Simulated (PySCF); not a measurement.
Computed shifts of a molecule C4H7Cl, PBE/pcSseg-1 (PySCF), GIAO, gas phase, atoms alike by connectivity averaged where their shifts nearly agree, in ppm (number of nuclei): ¹³C: 142.0 (1), 125.4 (1), 27.6 (1), 21.6 (1). ¹H: 6.05 (1), 2.14 (3), 2.06 (3). References: ¹³C against TMS (σ = 182.0 ppm); ³⁵Cl against HCl (σ = 936.5 ppm); ¹H against TMS (σ = 31.49 ppm), references at their B3LYP-D3(BJ)/def2-TZVP geometries, non-relativistic (without spin–orbit terms, shifts of atoms bonded to Cl or Br come out too high). Geometry optimised at PBE0-D3(BJ)/def2-SVP. Other conformers were not sampled.

Q: Which structure fits?
A) C/C=C(\C)Cl
B) CC(C)=CCl
C) C=C(Cl)CC
D) CC/C=C\Cl

A: B, CC(C)=CCl
